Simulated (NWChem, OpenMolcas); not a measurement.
# WO3 (tungsten trioxide): methods side by side

WO3: 4 atoms, total charge 0, spin state singlet. SMILES: `[O]=[W](=[O])=[O]`. The shape is that of a PBE0-D4/def2-TZVP optimisation.

| atom | x (Å) | y (Å) | z (Å) |
| --- | --- | --- | --- |
| O | -0.2375 | 0.2652 | 1.5550 |
| W | -0.3664 | -0.2837 | -0.0652 |
| O | 1.0717 | -1.1433 | -0.4339 |
| O | -0.4122 | 1.1015 | -1.0763 |

Quantity: the energy change with the W2–O3 bond stretched from 1.716 to 2.230 Å, in eV. The values are calculated.

```csv
level,kind,program,value (eV),less CCSD(T)/def2-SVPD,CPU time (all runs)
HF/def2-SVPD (core potential) (restricted),Hartree–Fock,OpenMolcas,3.77,+1.57,37 s
SVWN5/def2-SVPD (core potential) (restricted),LDA,OpenMolcas,2.78,+0.58,67 s
revPBE/def2-SVPD (core potential) (restricted),GGA,OpenMolcas,2.38,+0.18,92 s
r2SCAN/def2-SVPD (core potential) (restricted),meta-GGA,OpenMolcas,2.79,+0.59,1.8 min
BHLYP/def2-SVPD (core potential) (restricted),global hybrid,OpenMolcas,3.32,+1.12,83 s
PBE0/def2-SVPD (core potential) (restricted),global hybrid,OpenMolcas,3.04,+0.84,1.8 min
B2PLYP/def2-SVPD (core potential) (restricted),double hybrid,OpenMolcas,2.28,+0.08,75 s
MP2/def2-SVPD (core potential) (restricted),perturbation theory,OpenMolcas,2.59,+0.39,34 s
CCSD(T)/def2-SVPD (core potential) (restricted),coupled cluster or CI,NWChem,2.20,0.00,22 min
```

Differences are taken from CCSD(T)/def2-SVPD (core potential) (restricted) for orientation; it has basis-set and higher-order errors of its own. The first shape isn't each level's own minimum. The values span 2.20 to 3.77 eV. CPU times are rough (shared hosts, several kinds of processor): they show what a rung costs within a factor of a few.
